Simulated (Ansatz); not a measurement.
CH$_{7}$ClN$_{2}$Si, SMILES `C[Si](N)(N)Cl`. Total charge 0; spin multiplicity 1.

Cartesian coordinates in Å:
```
C -1.3059 0.7093 0.5860
Si 0.1097 -0.3619 0.0411
N 0.3057 -0.6692 -1.6218
N 1.5498 0.3670 0.5821
Cl -0.2793 -2.2515 0.8280
H -2.2558 0.2679 0.2781
H -1.2269 1.7048 0.1415
H -1.3259 0.8175 1.6735
H -0.1673 -1.4319 -2.0743
H 0.5777 0.0581 -2.2612
H 2.4377 -0.0533 0.3583
H 1.5805 0.8432 1.4687
```

(1) What are the harmonic wavenumbers in cm⁻¹ at PBE0-D4/def2-TZVP (Ansatz, finite differences of forces, unscaled)? (Estimate.)

(2) Is this a minimum?

(3) Give the ideal-gas thermochemistry at 298.15 K and 1 bar (rigid rotor, harmonic oscillator; point group C1, symmetry number 1).

(4) And at 400, 500, 600, 800 and 1000 K?

## Answers

(1) Ansatz gave: 157, 174, 190, 234, 257, 269, 291, 297, 397, 449, 493, 688, 753, 768, 829, 849, 902, 949, 1280, 1446, 1449, 1570, 1580, 3051, 3134, 3144, 3605, 3623, 3701, 3725.

(2) Yes, all 30 modes are real.

(3) Zero-point energy 240.8 kJ/mol; H(298) − E = 265.1 kJ/mol; entropy 362.0 J/(mol·K), of which translation 167.5, rotation 114.2, vibration 80.2; G(298) − E = 157.2 kJ/mol.

(4) 
```json
{"T (K)": "400", "H − E (kJ/mol)": "279.5", "S (J/mol/K)": "403.5", "G − E (kJ/mol)": "118.1"}
{"T (K)": "500", "H − E (kJ/mol)": "295.5", "S (J/mol/K)": "439.2", "G − E (kJ/mol)": "76.0"}
{"T (K)": "600", "H − E (kJ/mol)": "313.0", "S (J/mol/K)": "471.0", "G − E (kJ/mol)": "30.4"}
{"T (K)": "800", "H − E (kJ/mol)": "351.2", "S (J/mol/K)": "525.7", "G − E (kJ/mol)": "-69.4"}
{"T (K)": "1000", "H − E (kJ/mol)": "392.7", "S (J/mol/K)": "572.0", "G − E (kJ/mol)": "-179.3"}
```
